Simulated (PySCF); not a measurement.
# Bi: electron affinity

Bi⁻ [Xe] 4f14 5d10 6s2 6p4 (3P) → Bi [Xe] 4f14 5d10 6s2 6p3 (4S), as a difference of total energies. Calculation: PySCF 2.14, in aug-cc-pVTZ-DK3 (9s8p6d3f, 84 functions); scalar relativity by spin-free X2C-1e. Correlated levels: valence: [Xe] 4f14 5d10 frozen. The calculations carry no spin-orbit coupling.

| method | electron affinity (eV) |
| --- | --- |
| UHF | -0.184 |
| LDA | 1.143 |
| PBE | 0.899 |
| PBE0 | 0.807 |
| r2SCAN | 0.803 |
| BHandHLYP | 0.806 |
| M06-2X | 0.501 |
| MP2 (valence) | 0.502 |
| SCS-MP2 (valence) | 0.556 |

Spin-orbit coupling is strong in these open shells (close to jj coupling). The scalar numbers leave it out and a first-order estimate fails, so it can dominate the gap to the real levels.

Errors of the correlated levels include the incompleteness of this basis and the frozen core.

A negative affinity means that the anion lies above the atom at that level of theory.

In the anion the highest occupied orbital energy is positive at LDA, PBE, PBE0, r2SCAN, BHandHLYP, M06-2X, a self-interaction effect; the basis confines that electron, and the energy difference can still be sensible.

For comparison: 0.942 eV (measured; photodetachment measurements, as compiled on the Wikipedia data page of electron affinities).
